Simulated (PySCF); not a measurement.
# Pauling's electronegativity from computed bond energies: partners of Cl

CCSD(T) in PySCF with def2-SVPD on every atom (core potentials on Rb, Cs), for the lowest determinant that a PBE0 search found; no spin–orbit coupling. De of Cl2 is 1.82 eV.

| B | De(B₂) (eV) | De(ClB) (eV) |
| --- | --- | --- |
| Rb | 0.36 | 4.08 |
| Na | 0.70 | 4.09 |
| Cs | 0.36 | 4.19 |

Task: With Δ = De(ClB) − [De(Cl₂) + De(B₂)]/2, give Δ and the electronegativity difference √(Δ/eV).

Result: 

| B | Δ (eV) | √Δ |
| --- | --- | --- |
| Rb | 2.99 | 1.73 |
| Na | 2.83 | 1.68 |
| Cs | 3.10 | 1.76 |

The rule was made for single bonds and measured bond energies; here it is fed with computed well depths. With the arithmetic mean Δ turns negative when the two homonuclear bonds differ much, as for alkali hydrides.

Correlated steps freeze the inner cores (0 to 10 orbitals); shallow outer-core shells are correlated. Weak bonds: Cs2, Rb2. Basis-set superposition, not corrected here, can be much of De in a small basis, most of all at correlated wavefunction levels. These are scalar-relativistic numbers at best; spin–orbit coupling would shift them, the dissociation energy most. Where the molecule has an RHF reference, its open-shell atoms are computed with UHF.
